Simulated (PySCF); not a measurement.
A PySCF script (with the pyscf-properties extension) for the NMR shieldings of SMILES N[Si@@H]1C[SiH2]OC[SiH2]N1, C₂H₁₂N₂OSi₃, on a GFN2-xTB geometry:

```python
import basis_set_exchange as bse
import numpy as np
from pyscf import gto, dft
from pyscf.prop import nmr

atoms = """
N     2.202731   -0.187708    1.521724
Si    1.551478   -0.703725    0.005417
C     1.071426    0.644635   -1.239518
Si   -0.230834    1.894460   -0.644966
O    -1.716616    1.289019   -0.485165
C    -2.200528    0.260816    0.346276
Si   -1.521659   -1.473443   -0.090199
N     0.120503   -1.616872    0.410726
H     3.090004    0.287786    1.523729
H     1.579474    0.260018    2.175141
H     2.569163   -1.610614   -0.545292
H     1.970394    1.188254   -1.527358
H     0.704631    0.167680   -2.148070
H    -0.531189    2.909960   -1.649655
H     0.243642    2.492425    0.616990
H    -1.977144    0.510539    1.389776
H    -3.289669    0.275596    0.242460
H    -2.286402   -2.452108    0.689355
H    -1.686721   -1.679116   -1.533748
H     0.332166   -2.446923    0.939341
"""
names = dict.fromkeys(["N", "Si", "C", "O", "H"], "pcSseg-1")
basis = {el: gto.basis.parse(bse.get_basis(n, elements=[el], fmt="nwchem")) for el, n in names.items()}
mol = gto.M(atom=atoms, basis=basis, charge=0, verbose=0)
mf = dft.RKS(mol, xc="PBE0")
mf.grids.level = 2
mf.grids.alignment = dft.numint.BLKSIZE   # the property module wants whole blocks of grid points
mf.conv_tol = 1e-9
mf.kernel()

calc = nmr.RKS(mf)   # GIAO
C = mf.mo_coeff
Co = C[:, mf.mo_occ > 0]
resp = mf.gen_response(singlet=True, hermi=2)
def vind(x):   # induced exchange potential for any number of trial vectors
    d = np.einsum("pi,xij,qj->xpq", C, 2 * x.reshape(-1, C.shape[1], Co.shape[1]), Co, optimize=True)
    return np.einsum("xpq,pi,qj->xij", resp(d - d.transpose(0, 2, 1)), C, Co, optimize=True).ravel()
mo1, _ = nmr.rhf.solve_mo1(calc, with_cphf=vind)
sigma = calc.kernel(mo1)
for i, s in enumerate(sigma):   # ppm
    print("%2d %-2s %9.2f" % (i, mol.atom_pure_symbol(i), np.trace(s) / 3))
```

**Question.** What does it print?

**Answer.** 
```
 0 N     237.91
 1 Si    366.76
 2 C     178.92
 3 Si    371.55
 4 O     326.62
 5 C     123.79
 6 Si    383.79
 7 N     241.09
 8 H      31.65
 9 H      31.17
10 H      26.46
11 H      32.13
12 H      31.39
13 H      26.67
14 H      26.53
15 H      28.01
16 H      27.78
17 H      27.05
18 H      26.77
19 H      31.04
```

These numbers come from an equivalent density-fitted implementation of the same equations, which agrees with the script to about 0.01 ppm for H and up to a few tenths of a ppm for heavy atoms, so last digits may differ.

**Question.** Turn these shieldings into chemical shifts. References, each an isolated molecule treated in the same way: ¹⁵N (σ = 267.73 ppm) against NH3; TMS for ²⁹Si (σ = 349.16 ppm) and ¹³C (σ = 186.93 ppm) and ¹H (σ = 31.72 ppm); H2O for ¹⁷O (σ = 336.08 ppm).

**Answer.** Averaging equivalent atoms: N 0: 29.8; N 7: 26.6; Si 1: -17.6; Si 3: -22.4; Si 6: -34.6; C 5: 63.1; C 2: 8.0; O 4: 9.5; H 10: 5.26; H 14: 5.19; H 13: 5.04; H 18: 4.95; H 17: 4.66; H 16: 3.94; H 15: 3.70; H 19: 0.68; H 12: 0.33; H 8/9: 0.31; H 11: -0.41 ppm. Experimental scales use liquid or dissolved standards, which lie at an offset from isolated NH3 (liquid NH3: subtract about 20 ppm) and H2O (liquid H2O: subtract about 36 ppm).

Size and cost of the density-fitted run: 217 basis functions, 76 s wall time on 1 thread of an Arm Neoverse N1, shared host; peak memory 0.99 GiB.
